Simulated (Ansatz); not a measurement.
Two structures of AlSiH$_{8}$O$_{3}$, doublet, reached by relaxing down either side of one saddle point (PBE0-D4/def2-TZVP). Energies are electronic, without zero-point energy. Program: Ansatz 0.2.0. Basis: def2-TZVPP and def2-QZVPP. Cores are frozen in the correlated methods; orbitals are unrestricted. Extrapolation: Hartree–Fock as exp(−7.88 √X), correlation as X^−2.97. First:

```csv
atom,x (Å),y (Å),z (Å)
Al1,-1.3945,0.7576,-0.7468
O2,-0.3475,-0.5300,-0.1178
Si3,-0.3705,-2.1632,-0.0594
H4,-2.5562,1.2173,0.2711
H5,0.7416,1.8747,-0.0452
O6,-0.1367,2.2175,-0.4161
H7,1.1938,0.1520,0.4203
O8,1.8083,0.9093,0.5576
H9,1.0207,-2.6404,0.1811
H10,-0.8590,-2.7479,-1.3376
H11,-1.2337,-2.6561,1.0471
H12,-0.4801,2.8975,0.1719
H13,2.6136,0.7119,0.0738
```

Second:

```tsv
atom	x (Å)	y (Å)	z (Å)
Al1	-1.2103	0.9370	-0.8802
O2	0.0597	-0.4786	-0.5192
Si3	-0.4180	-2.0167	-0.0299
H4	-2.4973	0.2244	-0.2115
H5	1.1643	1.5691	0.5655
O6	-0.3387	2.1184	0.1202
H7	0.9073	-0.0807	-0.0986
O8	1.8528	0.8497	0.6246
H9	0.7910	-2.8746	-0.0747
H10	-1.4278	-2.4745	-1.0062
H11	-0.9674	-1.9762	1.3433
H12	-0.5420	3.0479	0.0213
H13	2.6265	1.1549	0.1452
```

Q: Which bonds change from the first to the second?

A: AlSiH₄O ([AlH][O][SiH3]) + H₂O + H₂O → SiH₄O ([OH][SiH3]) + AlH₂O ([OH][AlH]) + H₂O (still joined by a long Al–O bond); bonds formed: O2–H7, H5–O8; dative contacts that become bonds: Al1–O6; bonds broken: H5–O6, H7–O8; bonds weakened to dative contacts: Al1–O2.

Q: Give the saddle point's structure and its height above each. (Judge from chemistry; the value comes from the calculation.)

A: By the calculation: 38.9 kJ/mol above the first and 21.1 kJ/mol above the second (CCSD(T) at an estimated basis limit (MP2 extrapolated from triple and quadruple zeta, plus CCSD(T) − MP2 in triple zeta)).
```
13
angstrom
Al -1.1777 0.8365 -0.9107
O -0.0669 -0.4965 -0.2080
Si -0.3303 -2.1230 -0.0456
H -2.5432 0.8440 -0.0540
H 0.9553 1.6837 0.3038
O -0.1015 2.2000 -0.3309
H 0.9032 0.0688 0.2985
O 1.6263 0.9060 0.6988
H 0.9366 -2.8411 -0.3399
H -1.3831 -2.5288 -1.0081
H -0.7589 -2.4430 1.3390
H -0.5158 2.9783 0.0446
H 2.4560 0.9152 0.2123
```

The T1 diagnostic stays at or below 0.013. ⟨S²⟩ of the unrestricted Hartree–Fock references: 0.75 (a pure state has 0.75).

Labels in which every atom is bracketed show which atoms are joined, not bond orders.

For scale, one of the runs: CCSD(T)/def2-TZVPP, 289 basis functions, launched by `ansatz run in.yaml --threads 4 --pin off --events-out ev --progress --plain --max-ram 66560MiB --backend cuda --devices 0, --max-vram 37GiB`. Time: 25 s of wall clock on 4 CPU threads of an AMD EPYC 7R13 and a share of one NVIDIA H100; the host was shared. Peak host memory: 0.84 GiB.
